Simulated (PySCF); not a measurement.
CH₈GeSi, SMILES C[SiH2][GeH3]. Geometry: PBE-D3(BJ)/def2-SVP. This is a generated structure with no PubChem entry under its InChIKey; it may be hypothetical.

The numbers are results of PBE-D3(BJ)/def2-SVP run with PySCF, not measurements.

Harmonic wavenumbers (cm⁻¹): 83, 129, 157, 337, 338, 431, 476, 625, 659, 694, 760, 853, 853, 859, 861, 904, 1214, 1385, 1385, 2060, 2072, 2078, 2143, 2151, 2979, 3080, 3083. Rotational constants (GHz): 12.48, 2.153, 1.946; symmetry number 1.

Work out the zero-point energy and the ideal-gas rigid-rotor harmonic-oscillator thermochemistry at 298.15 K and 1 atm.

ZPE = ½ Σ hcν = ½ × 32652 cm⁻¹ = 46.68 kcal/mol. H − E(el) = 51.67 kcal/mol. Entropy in cal/(mol K): translation 40.28, rotation 26.22, vibration 15.58, total 82.09. G − E(el) = 27.19 kcal/mol. Cp = 26.29 cal/(mol K). Modes under 150 cm⁻¹ make the vibrational entropy uncertain.
